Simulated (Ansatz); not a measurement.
`[NH2][ZnH]` + `C=C=CO` → `C=C=[CH][ZnH]` + `NO` at 600 K and 1 bar (formal exchange of groups at a Zn–N bond).

Gas-phase electronic energies from Ansatz, PBE0-D4/def2-TZVP geometries. CBS: MP2 limit from def2 TZ/QZ plus the TZ coupled-cluster correction, frozen cores. This one scheme is used for every species. For Zn outer-core shells are correlated without core-valence functions, which leaves a few kJ/mol of doubt a bond. Scalar relativity is left out up to krypton. One conformer a species, not always the lowest.

```json
{"species": "`[NH2][ZnH]`", "CCSD(T)/CBS energy (Eh)": "-1834.88092", "H − E (kJ/mol)": "113.5", "S (J/(mol·K))": "307.4"}
{"species": "`C=C=CO`", "CCSD(T)/CBS energy (Eh)": "-191.65809", "H − E (kJ/mol)": "203.3", "S (J/(mol·K))": "344.6"}
{"species": "`C=C=[CH][ZnH]`", "CCSD(T)/CBS energy (Eh)": "-1894.86314", "H − E (kJ/mol)": "184.1", "S (J/(mol·K))": "383.0"}
{"species": "`NO`", "CCSD(T)/CBS energy (Eh)": "-131.61350", "H − E (kJ/mol)": "133.5", "S (J/(mol·K))": "269.8"}
```

H − E and S are ideal-gas, rigid-rotor, harmonic terms from PBE0-D4/def2-TZVP, for one conformer and one mirror image of each species. 1 Eh = 2625.50 kJ/mol, R = 8.31446 J/(mol·K).

Problem. By hand: ΔE, ΔH, ΔS and ΔG.

Solution. ΔE = (-1894.86314) + (-131.61350) − (-1834.88092) − (-191.65809) = 0.06237 Eh = 163.8 kJ/mol. Δ(H − E) = 184.1 + 133.5 − 113.5 − 203.3 = 0.8, so ΔH = 164.6 kJ/mol. ΔS = 383.0 + 269.8 − 307.4 − 344.6 = 0.8 J/(mol·K). ΔG = 164.6 − 600 × (0.8)/1000 = 164.1 kJ/mol.

Problem. By hand: the equilibrium constant, and the temperature at which ΔG would vanish if ΔH and ΔS stayed fixed.

Solution. log₁₀ K = −ΔG/(RT ln 10) = -14.3. ΔG = 0 at ΔH/ΔS = 205750 K, far beyond where these terms or the molecules hold.

The number of gas molecules stays the same, so ΔS is small and ΔH decides. A doubt of 5 kJ/mol in ΔE shifts log₁₀ K by 0.4 here. Other conformers and mirror images would add mixing entropy, several J/(mol·K) or more a flexible species. These are equilibria of isolated gas molecules and say nothing of rates. Largest T1 diagnostic: 0.016 (customary marks: 0.02 for closed shells, 0.045 for open ones).
